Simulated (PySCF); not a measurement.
C2H6ClIn, SMILES [Cl][InH][CH2]C. Atoms are numbered in the order given.

```xyz
10

In     0.4344    -0.0635     0.0000
H      2.1545    -0.2502     0.0000
Cl    -0.6765    -2.1856     0.0000
C     -0.9813     1.5956     0.0000
C     -0.3654     2.9949     0.0000
H     -1.6217     1.4290     0.8815
H     -1.6217     1.4290    -0.8815
H      0.2651     3.1708    -0.8867
H      0.2651     3.1708     0.8867
H     -1.1466     3.7752     0.0000
```
Charge 0, spin multiplicity 1.

Coordinates come from a B3LYP-D3(BJ)/def2-SVP optimisation. The structure was generated by enumeration; whether it is a known compound was not checked. The def2 effective core potentials stand for the cores of In; spin–orbit coupling is left out. Other conformers were not sampled.

Calculation: CAM-B3LYP/def2-TZVP (PySCF).

ESP charges are fitted to the potential on shells at 1.4 to 2.0 van der Waals radii. Atomic charges (e):

| atom | Löwdin | ESP fit |
|---|---|---|
| In1 | 0.24 | 0.68 |
| H2 | -0.08 | -0.19 |
| Cl3 | -0.01 | -0.42 |
| C4 | -0.46 | -0.06 |
| C5 | -0.34 | -0.14 |
| H6 | 0.14 | 0.01 |
| H7 | 0.14 | 0.01 |
| H8 | 0.12 | 0.03 |
| H9 | 0.12 | 0.03 |
| H10 | 0.12 | 0.06 |
